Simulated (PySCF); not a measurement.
Compound: C2H11AsSi2.
Geometry (PBE0-D3(BJ)/def2-SVP, Å), atoms numbered from 1 in this order:
```
atom  x, y, z in Å
C1    -2.1317    0.3973    0.2834
C2    -1.3963   -0.1047   -0.9549
Si3   -0.3368   -1.6406   -0.6648
As4    1.0643   -1.2564    1.2182
Si5    2.1252    0.5882    0.1835
H6    -1.4302    0.6864    1.0828
H7    -2.7983   -0.3734    0.7020
H8    -2.7495    1.2805    0.0579
H9    -0.7416    0.6844   -1.3650
H10   -2.1088   -0.3485   -1.7626
H11    0.4693   -1.9623   -1.8840
H12   -1.2029   -2.8204   -0.3468
H13    2.1284   -2.2334    0.7261
H14    2.3693    0.3930   -1.2803
H15    1.2406    1.7806    0.3602
H16    3.4290    0.8539    0.8629
```

Computed, not measured: TDDFT PBE0/def2-SVPD, vertical, gas phase, core orbitals frozen in the response (PySCF 2.14.0, density-fitted response routines). The PBE0/def2-SVPD calculation is non-relativistic and has no spin–orbit coupling, an omission that weighs most on arsenic.

Computed states:

```csv
state,E (eV),f
S1,5.90,0.019
S2,6.07,0.061
S3,6.26,0.041
S4,6.60,0.039
S5,6.71,0.0047
S6,6.87,0.036
S7,7.12,0.321
S8,7.19,0.049
S9,7.35,0.0055
S10,7.39,0.048
```

Broadening: Gaussians 0.25 eV wide at half height, area fixed by f = 4.319×10⁻⁹ ∫ε dν̃. The width is an assumption, not a result. The curve ends short of the highest state used, and states not computed would add to its high-energy end.

(1) Give the broadened spectrum and its maxima.

(2) Coming from long wavelengths, where does ε first pass 100 L mol⁻¹ cm⁻¹?

(3) On this curve, what absorbance would a 10⁻⁵ mol/L sample give at 193 nm over a 1 cm path?

## Answers

(1) 
```tsv
E (eV)	ε (L mol⁻¹ cm⁻¹)
5.53	4
5.58	21
5.64	100
5.69	290
5.75	802
5.80	1533
5.86	2767
5.91	4063
5.97	5859
6.02	7260
6.07	8111
6.13	8104
6.18	7476
6.24	6354
6.29	5149
6.35	3549
6.40	2591
6.46	2508
6.51	3275
6.57	4385
6.62	4771
6.68	4477
6.73	4162
6.79	4428
```

Maxima: 203 nm (6.10 eV), ε about 8200, made up of S2 (78%) and S3 (17%); 187 nm (6.62 eV), ε about 4800, made up of S4 (87%) (ε in L mol⁻¹ cm⁻¹; maxima over ε = 5, shares over 10%). At its high-energy end, 6.79 eV, the curve is still rising (ε about 4400, from S4 and S6).

(2) At about 220 nm (5.64 eV), 0.26 eV below S1.

(3) 193 nm is 6.424 eV, where ε is about 2400 L mol⁻¹ cm⁻¹, so A = ε c l ≈ 0.024 (Beer–Lambert, with the gas-phase spectrum and the assumed width).

The vertical ionisation energy (ΔSCF) is 9.01 eV, 1.62 eV above S10.

Hardware: x86-64 server, one thread (shared host). Cost: 2.8 min wall.

One conformer stands for the species.
